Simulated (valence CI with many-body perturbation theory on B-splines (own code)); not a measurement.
# E1 transitions of K14+

Method: valence CI with perturbative core correlation (CI+MBPT): three valence electrons over a frozen Dirac-Fock core [He], a basis of 11 s, 11 p, 9 d, 7 f, 5 g, 2 h, 1 i functions for each j, with the one-electron correlation potential Σ1, the two-electron term Σ2, the three-electron term Σ3, Breit, model QED; selected CI, second order for the rest (own B-spline code, finite nucleus).

No measured spectrum was set against this ion. As an estimate, levels of excited configurations hold to 0.05 to 0.15 % of their energy, terms of the ground configuration to about 0.5 %.

Lines 101 to 150 of 257 in falling wavelength, among levels below 42.793 Ry, chosen from the strongest by gf and those to the six lowest levels. Wavelengths and rates use the calculated energies, so an error of 400 cm⁻¹ moves a line at 2.704 nm by 0.011 % and its rate by three times that or more. Electric multipoles are in the length gauge, E1 and E2 with the static RPA response of the core. Weak lines are less certain than strong ones. Lines between different terms over intervals too small for the method are left out, as are lines whose strength nearly cancels. Where a level lies close to another of its J and parity, the split of strength between their lines is uncertain. The highest levels of a list are the least certain.

Names give the largest LS component (configuration and term), which can be under half, so a name can repeat, a term be missing and a line seem to break the LS rules; names also repeat where a configuration has a term twice. Letters in brackets count levels of one name in rising energy.

| λ vac (nm) | Upper | Lower | A (s⁻¹) | log gf | Branch % |
| --- | --- | --- | --- | --- | --- |
| 2.704 | 2p2.3s 2D_3/2 | 2p3 2P°_3/2 | 2.75e+11 | -0.92 | 33.9 |
| 2.699 | 2s.2p.3s 4P°_3/2 | 2s.2p2 2D_3/2 | 1.76e+09 | -3.11 | 0.2 |
| 2.661 | 2s.2p.3s 2P°_1/2 [a] | 2s.2p2 2D_3/2 | 4.17e+11 | -1.05 | 70.9 |
| 2.658 | 2p2.3s 2P_1/2 | 2p3 2D°_3/2 | 5.21e+11 | -0.96 | 53.3 |
| 2.651 | 2p2.3s 2P_3/2 | 2p3 2D°_5/2 | 4.50e+11 | -0.72 | 47.4 |
| 2.648 | 2s.2p.3s 2P°_3/2 [a] | 2s.2p2 2D_5/2 | 4.27e+11 | -0.75 | 64.6 |
| 2.647 | 2s.2p.3s 2P°_3/2 [a] | 2s.2p2 2D_3/2 | 4.16e+10 | -1.76 | 6.3 |
| 2.638 | 2s.2p.3s 2P°_3/2 [b] | 2s.2p2 2P_3/2 | 3.20e+11 | -0.87 | 15.4 |
| 2.633 | 2p2.3s 4P_1/2 | 2p3 4S°_3/2 | 4.01e+11 | -1.08 | 95.3 |
| 2.631 | 2s.2p.3s 2P°_1/2 [b] | 2s.2p2 2P_1/2 | 3.94e+11 | -1.09 | 14.2 |
| 2.629 | 2s.2p.3d 2D°_5/2 [a] | 2s.2p2 2P_3/2 | 2.79e+11 | -0.76 | 7.3 |
| 2.629 | 2p2.3s 2D_5/2 | 2p3 2D°_5/2 | 5.14e+11 | -0.50 | 64.8 |
| 2.625 | 2p2.3s 4P_3/2 | 2p3 4S°_3/2 | 4.14e+11 | -0.77 | 95.8 |
| 2.625 | 2p2.3s 2D_3/2 | 2p3 2D°_3/2 | 4.19e+11 | -0.76 | 51.8 |
| 2.624 | 2s.2p.3d 2D°_3/2 [a] | 2s.2p2 2P_1/2 | 2.58e+11 | -0.97 | 9.8 |
| 2.615 | 2p2.3s 4P_5/2 | 2p3 4S°_3/2 | 4.32e+11 | -0.58 | 94.3 |
| 2.606 | 2s.2p.3s 2P°_3/2 [b] | 2s.2p2 2S_1/2 | 2.95e+11 | -0.92 | 14.2 |
| 2.588 | 2s2.3s 2S_1/2 | 2s2.2p 2P°_3/2 | 4.54e+11 | -1.04 | 67.3 |
| 2.583 | 2s.2p.3d 2P°_3/2 [a] | 2s.2p2 2P_3/2 | 4.27e+11 | -0.77 | 12.4 |
| 2.580 | 2s.2p.3s 4P°_3/2 | 2s.2p2 4P_5/2 | 3.57e+11 | -0.85 | 44.9 |
| 2.576 | 2s.2p.3s 4P°_1/2 | 2s.2p2 4P_3/2 | 6.46e+11 | -0.89 | 82.7 |
| 2.576 | 2s.2p.3d 2P°_3/2 [a] | 2s.2p2 2P_1/2 | 3.32e+11 | -0.88 | 9.6 |
| 2.570 | 2s.2p.3s 4P°_3/2 | 2s.2p2 4P_3/2 | 9.96e+10 | -1.40 | 12.5 |
| 2.569 | 2s.2p.3d 2P°_1/2 [a] | 2s.2p2 2P_1/2 | 1.88e+12 | -0.43 | 51.7 |
| 2.569 | 2s.2p.3s 4P°_1/2 | 2s.2p2 4P_1/2 | 1.33e+11 | -1.58 | 17.0 |
| 2.568 | 2s2.3s 2S_1/2 | 2s2.2p 2P°_1/2 | 2.21e+11 | -1.36 | 32.7 |
| 2.568 | 2s.2p.3s 4P°_5/2 | 2s.2p2 4P_5/2 | 5.61e+11 | -0.48 | 68.7 |
| 2.563 | 2s.2p.3s 4P°_3/2 | 2s.2p2 4P_1/2 | 3.33e+11 | -0.88 | 41.9 |
| 2.558 | 2s.2p.3s 4P°_5/2 | 2s.2p2 4P_3/2 | 2.52e+11 | -0.83 | 30.9 |
| 2.558 | 2s.2p.3d 4F°_3/2 | 2s.2p2 2D_3/2 | 4.64e+10 | -1.74 | 27.8 |
| 2.554 | 2s.2p.3d 4F°_5/2 | 2s.2p2 2D_3/2 | 4.44e+09 | -2.58 | 1.4 |
| 2.553 | 2s.2p.3d 2P°_3/2 [a] | 2s.2p2 2S_1/2 | 2.55e+12 | 0.00 | 73.7 |
| 2.546 | 2s.2p.3d 2P°_1/2 [a] | 2s.2p2 2S_1/2 | 1.47e+12 | -0.54 | 40.5 |
| 2.536 | 2s.2p.3d 4D°_5/2 | 2s.2p2 2D_5/2 | 3.72e+11 | -0.67 | 8.2 |
| 2.535 | 2s.2p.3d 4D°_5/2 | 2s.2p2 2D_3/2 | 8.12e+10 | -1.33 | 1.8 |
| 2.535 | 2s.2p.3s 2P°_3/2 [b] | 2s.2p2 2D_5/2 | 2.57e+11 | -1.00 | 12.4 |
| 2.535 | 2s.2p.3s 2P°_1/2 [b] | 2s.2p2 2D_3/2 | 2.96e+11 | -1.24 | 10.7 |
| 2.535 | 2s.2p.3d 4D°_3/2 | 2s.2p2 2D_3/2 | 3.27e+11 | -0.90 | 6.5 |
| 2.534 | 2s.2p.3s 2P°_3/2 [b] | 2s.2p2 2D_3/2 | 5.31e+10 | -1.69 | 2.5 |
| 2.534 | 2s.2p.3d 4D°_1/2 | 2s.2p2 2D_3/2 | 6.88e+10 | -1.88 | 1.4 |
| 2.528 | 2s.2p.3d 2D°_3/2 [a] | 2s.2p2 2D_3/2 | 1.18e+12 | -0.34 | 44.8 |
| 2.527 | 2s.2p.3d 2D°_5/2 [a] | 2s.2p2 2D_5/2 | 7.96e+11 | -0.34 | 20.9 |
| 2.526 | 2s.2p.3d 2D°_5/2 [a] | 2s.2p2 2D_3/2 | 3.31e+11 | -0.72 | 8.7 |
| 2.524 | 2s.2p.3s 2P°_3/2 [a] | 2s.2p2 4P_3/2 | 2.07e+09 | -3.10 | 0.3 |
| 2.520 | 2s.2p.3d 4P°_5/2 | 2s.2p2 2D_5/2 | 2.74e+11 | -0.81 | 6.4 |
| 2.519 | 2s.2p.3d 4P°_5/2 | 2s.2p2 2D_3/2 | 1.14e+11 | -1.19 | 2.7 |
| 2.518 | 2s.2p.3d 4P°_3/2 | 2s.2p2 2D_3/2 | 2.20e+10 | -2.08 | 0.5 |
| 2.517 | 2s.2p.3s 2P°_3/2 [a] | 2s.2p2 4P_1/2 | 1.74e+09 | -3.18 | 0.3 |
| 2.496 | 2s.2p.3d 2F°_5/2 [a] | 2s.2p2 2D_5/2 | 6.27e+11 | -0.45 | 15.0 |
| 2.495 | 2s.2p.3d 2F°_5/2 [a] | 2s.2p2 2D_3/2 | 3.53e+12 | 0.30 | 84.1 |
